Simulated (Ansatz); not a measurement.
System: H2GeO2, charge 0, singlet. H2GeO2 (SMILES [OH][Ge][OH]).
B3LYP-D3(BJ)/def2-TZVP minimum from Ansatz (a quantum-chemistry and plane-wave program):
```
Ge
O 1 1.7964
H 2 0.9637 1 112.77
O 1 1.7964 2 93.51 3 180.00
H 4 0.9637 1 112.77 2 -180.00
```
Charge 0, spin multiplicity 1.

Atomisation energy term by term, kcal/mol (programs: Ansatz). Open shells are spin-unrestricted; no spin-orbit coupling. Cores are frozen in correlated methods (noble-gas shells, and filled d and f shells in the p block). No relativity. CBS(X,Y): correlation extrapolated as X^-3, Hartree-Fock from the larger set (Q,5: extrapolated as (X+1)exp(-9√X)). A bracket is a step between two methods taken in the basis named. For partners of very few electrons the exact lower level stands in for a higher one.

```tsv
term	basis	kcal/mol
Hartree-Fock	CBS(cc-pVQZ,cc-pV5Z)	268.23
CCSD correlation	CBS(cc-pVQZ,cc-pV5Z)	146.71
(T)	CBS(cc-pVQZ,cc-pV5Z)	11.48
CCSDT(Q) - CCSD(T)	cc-pVTZ	0.36
sum: De		426.8
```

The step beyond CCSD(T) by other levels: CCSDT(Q) in cc-pVDZ 1.16 kcal/mol.
